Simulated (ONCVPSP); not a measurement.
**What one change does to a pseudopotential (magnesium, ONCV)**

```
Element                 : Mg
Generator               : ONCVPSP 4.0.1
Type                    : optimised norm-conserving Vanderbilt (ONCV)
Functional              : PBE
Relativity              : scalar-relativistic
Frozen core             : [He]
Valence charge          : 10
Reference configuration : 2s2 2p6 3s2
Partial waves           : 2s+3s: rc 1.40 bohr, ncon 5, nbas 9, qcut 10.7 1/bohr, 2 projectors; 2p: rc 0.60 bohr, ncon 3, nbas 7, qcut 12.9 1/bohr, 2 projectors, debl 1.6 Ha; d scattering state at 0.35 Ha: rc 1.55 bohr, ncon 4, nbas 8, qcut 6.3 1/bohr, 2 projectors, debl 2.7 Ha
Local potential         : polynomial inside 0.50 bohr (lpopt 5, dvloc0 6 Ha)
Core correction         : Teter function fitted to the true core (icmod 2), fcfact 0.2
```

In the p channel the program set the typed energies aside and used -1.713, 0.250 Ha.

Change: local potential polynomial inside 0.50 bohr (lpopt 5, dvloc0 -2 Ha).

Cutoffs: the cutoffs (Ha) at which the residual kinetic energy of the hardest occupied pseudo-wave falls to 1 and 0.1 mHa per electron; they do not see the model core or the augmentation charge, which bear on the density cutoff. Errors are all-electron minus pseudo energies relative to the spin-unpolarised reference configuration.

Task: What does the change do?

Result: A bound ghost appears in d, which as a rule spoils a file; the errors of the 4 common tests hardly move. In the separable form a ghost depends on how the local part lies against the semilocal potential of the channel, so the choice of the local part can create or remove one.

| quantity | base | changed |
| --- | --- | --- |
| bound ghosts | none | d |
| GHOST(+) flags under 300 eV | d at 149.9 eV | none |
| error for 2s2 2p6 3s1, meV [ΔE 7.96 eV] | -0.2 | -0.2 |
| error for 2s2 2p6 3s0, meV [ΔE 22.99 eV] | -1.1 | -1.1 |
| error for 2s2 2p6 3s1.5, meV [ΔE 3.14 eV] | -0.1 | -0.1 |
| error for 2s1 2p6 3s2, meV [ΔE 91.47 eV] | -184 | -184 |
| s: phases at 1.42 bohr within 0.05 rad from the reference energy up to (Ha; the scan ends near 5) | to the end of the scan | to the end of the scan |
| p: phases at 0.61 bohr within 0.05 rad from the reference energy up to (Ha; the scan ends near 5) | to the end of the scan | to the end of the scan |
| d: phases at 1.58 bohr within 0.05 rad from the reference energy up to (Ha; the scan ends near 5) | 4.8 | to the end of the scan |
| rms error of d²Exc/dni dnj with the model core, mHa | 2.04 | 2.04 |

 A true bound ghost makes a file unfit for plane-wave use even where its test errors are small: the radial tests pick states by their node count and pass the ghost by.
